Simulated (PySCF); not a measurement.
Isomers of C9H10O. Method used: PBE0-D3(BJ)/def2-SVP geometry optimisation, gas phase in PySCF. One conformer each; no zero-point energy, no entropy. No frequencies were run at this level. Point groups hold within 0.08 Å.

Question: Order them by energy at this level, lowest first, and give relative energies in kcal/mol.
A. `[CH2:1]=[CH:2][c:3]1[cH:4][c:5]([CH3:6])[cH:7][cH:8][c:9]1[OH:10]` with C1–C2–C3–C4 -32°, C8–C9–O10–H 169°
B. `[CH2:1]=[CH:2]/[CH:3]=[C:4](\[CH3:5])[c:6]1[cH:7][cH:8][cH:9][o:10]1` with C1–C2–C3–C4 180°, C3–C4–C6–C7 180°
C. `[CH3:1][O:2][C@:3]12[C@H:4]3[C@@H:5]4[C@@H:6]5[C@H:7]3[C@H:8]1[C@@H:9]5[C@H:10]24` with C1–O2–C3–C4 180°
D. `[CH3:1][CH2:2][c:3]1[cH:4][cH:5][cH:6][cH:7][cH:8][c:9]1=[O:10]` with C1–C2–C3–C4 -99°
E. `[CH3:1][CH2:2][C:3](=[O:4])[c:5]1[cH:6][cH:7][cH:8][cH:9][cH:10]1` with C1–C2–C3–O4 -1°, C2–C3–C5–C6 1° (propiophenone)
F. `[CH3:1][O:2]/[CH:3]=[CH:4]/[c:5]1[cH:6][cH:7][cH:8][cH:9][cH:10]1` with C1–O2–C3–C4 0°, C3–C4–C5–C6 3°
G. `[CH2:1]=[CH:2][CH2:3][C:4]1=[CH:5][C@@H:6]2[CH:7]=[CH:8][C@H:9]1[O:10]2` with C1–C2–C3–C4 116°, C2–C3–C4–C5 113°

Answer: E (0.0), A (14.6), F (24.4), D (26.5), B (38.5), G (80.2), C (122.2).

As drawn, the lowest has an aromatic ring and a C=O bond, which the highest lacks; the highest has a four-membered ring, which the lowest lacks. Neighbours under 2.5 kcal/mol apart (CO/C=C/c1ccccc1 and CCc1cccccc1=O) can change places with a better method, another conformer or zero-point energy.

| SMILES | E (Eh) | E rel (kcal/mol) | dipole (D) | point group | A, B, C (MHz) |
| --- | --- | --- | --- | --- | --- |
| CCC(=O)c1ccccc1 | -423.42497 | 0.0 | 2.79 | – | 3466, 797.6, 653.6 |
| C=Cc1cc(C)ccc1O | -423.40169 | 14.6 | 1.21 | C1 | 1917, 1152, 729.1 |
| CO/C=C/c1ccccc1 | -423.38604 | 24.4 | 1.35 | near Cs | 4341, 620.9, 545.2 |
| CCc1cccccc1=O | -423.38272 | 26.5 | 3.70 | C1 | 2280, 1103, 789.3 |
| C=C/C=C(\C)c1ccco1 | -423.36366 | 38.5 | 1.00 | Cs | 3175, 748.1, 607.7 |
| C=CCC1=C[C@@H]2C=C[C@H]1O2 | -423.29724 | 80.2 | 1.95 | C1 | 2898, 996.5, 902.1 |
| CO[C@]12[C@H]3[C@@H]4C5[C@H]3[C@H]1[C@@H]5[C@@H]42 | -423.23018 | 122.2 | 1.12 | Cs | 3111, 1321, 1291 |

Question: As an exercise, what shares would exp(−E/RT) give at 2000 K from these electronic energies alone (no entropy, no degeneracies)?

Answer: RT = 3.974 kcal/mol: CCC(=O)c1ccccc1 97.2 %, C=Cc1cc(C)ccc1O 2.5 %, CO/C=C/c1ccccc1 0.2 %, CCc1cccccc1=O 0.1 %, C=C/C=C(\C)c1ccco1 under 0.1 %, C=CCC1=C[C@@H]2C=C[C@H]1O2 under 0.1 %, CO[C@]12[C@H]3[C@@H]4C5[C@H]3[C@H]1[C@@H]5[C@@H]42 under 0.1 %.
